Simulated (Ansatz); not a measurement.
C4H10Si (`[SiH3]C1CCC1`). Total charge 0; spin multiplicity 1.

```xyz
15

Si    0.1223    1.9063   -0.2402
C     0.3702    0.2636    0.6231
C    -0.9168   -0.5960    0.7352
C    -0.4506   -1.3954   -0.4948
C     0.9711   -0.8452   -0.2810
H    -0.6838    2.8302    0.6050
H     1.4323    2.5502   -0.5355
H    -0.5988    1.7050   -1.5286
H     0.8999    0.4423    1.5633
H    -0.9112   -1.2039    1.6430
H    -1.8835   -0.0907    0.6707
H    -0.5812   -2.4780   -0.4720
H    -0.8954   -1.0123   -1.4151
H     1.5930   -1.5345    0.2950
H     1.5324   -0.5415   -1.1680
```

Question: What are the harmonic wavenumbers in cm⁻¹ at PBE0-D4/def2-TZVP (Ansatz, finite differences of forces, unscaled)? (An estimate is asked.)

Answer: Ansatz gave: 134, 140, 189, 255, 544, 641, 651, 707, 785, 866, 924, 939, 941, 950, 951, 977, 1032, 1051, 1056, 1183, 1205, 1248, 1256, 1272, 1282, 1295, 1478, 1479, 1509, 2209, 2213, 2215, 3059, 3060, 3071, 3081, 3105, 3109, 3136.

Question: Is this a minimum?

Answer: Yes, all 39 modes are real.

Question: Give the ideal-gas thermochemistry at 298.15 K and 1 bar (rigid rotor, harmonic oscillator; point group Cs, symmetry number 1).

Answer: Zero-point energy 330.1 kJ/mol; H(298) − E = 349.5 kJ/mol; entropy 328.0 J/(mol·K), of which translation 164.4, rotation 110.0, vibration 53.6; G(298) − E = 251.7 kJ/mol.
